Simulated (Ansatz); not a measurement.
The pair A = CH2O (SMILES C=O) (first 4 atoms), B = GeH4 (SMILES [GeH4]); geometry from B3LYP-D3(BJ)/def2-TZVP.
(charge 0, multiplicity 1):
```xyz
9

C      0.49125    -0.57725     0.39054
O      0.43459     0.47642     0.96144
H      0.72650    -0.64478    -0.68852
H      0.31123    -1.53524     0.91435
Ge    -0.26467     0.02817     4.11482
H     -0.59784    -0.29898     5.58304
H     -0.24663    -1.29247     3.32676
H      1.11450     0.69452     4.05090
H     -1.34320     0.96042     3.55155
```

Correlated levels freeze the cores. Filled d and f shells under p-block atoms count as core. MP2 and its Hartree–Fock in aug-cc-pVQZ are density fitted.

Codes used: Ansatz (Gaussian basis) for Hartree–Fock, density functionals and correlated methods. Each number belongs to the level named beside it.

Total energies (hartree), monomers frozen at their geometry in the pair:

```
structure              PBE/def2-TZVPPD  MP2/aug-cc-pVQZ  CCSD(T)/aug-cc-pVDZ
---------------------  ---------------  ---------------  -------------------
AB                       -2193.4810481    -2192.2223815        -2192.0432772
A in the pair's basis     -114.4208904     -114.3484322         -114.2449108
B in the pair's basis    -2079.0587373    -2077.8708805        -2077.7958452
A                         -114.4208581     -114.3483026         -114.2443002
B                        -2079.0586212    -2077.8708064        -2077.7951366
```

Question: Work out the interaction energy without and with the counterpoise correction, and the superposition error, for each level.

Answer: 
E(AB) − E(A) − E(B), times 627.509 kcal/mol, with the monomers in their own basis and then in the pair's basis:
- PBE/def2-TZVPPD: -0.98 uncorrected, -0.89 corrected; the monomers gain 0.09 kcal/mol from borrowed functions
- MP2/aug-cc-pVQZ: -2.05 uncorrected, -1.93 corrected; the monomers gain 0.13 kcal/mol from borrowed functions
- CCSD(T)/aug-cc-pVDZ: -2.41 uncorrected, -1.58 corrected; the monomers gain 0.83 kcal/mol from borrowed functions

Ansatz is an electronic-structure program.
